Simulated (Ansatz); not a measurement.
`[SH][GeH2]` radical. Charge 0, multiplicity 2.

(1) List the harmonic frequencies (cm⁻¹, unscaled) at PBE0-D4/def2-TZVP in Ansatz. (An estimate is asked.)

(2) Is this a minimum?

(3) Give the ideal-gas thermochemistry at 298.15 K and 1 bar (rigid rotor, harmonic oscillator; point group C1, symmetry number 1).

(4) And at 400, 500, 600, 800 and 1000 K?

## Answers

(1) Ansatz gave: 239, 408, 523, 611, 776, 827, 2056, 2113, 2716.

(2) Yes, all 9 modes are real.

(3) Zero-point energy 61.4 kJ/mol; H(298) − E = 74.8 kJ/mol; entropy 286.2 J/(mol·K), of which translation 167.2, rotation 95.7, vibration 17.5, electronic 5.8; G(298) − E = -10.5 kJ/mol.

(4) 
```tsv
T (K)	H − E (kJ/mol)	S (J/mol/K)	G − E (kJ/mol)
400	81.5	305.5	-40.7
500	88.7	321.5	-72.1
600	96.4	335.5	-104.9
800	112.9	359.2	-174.5
1000	130.7	379.0	-248.4
```
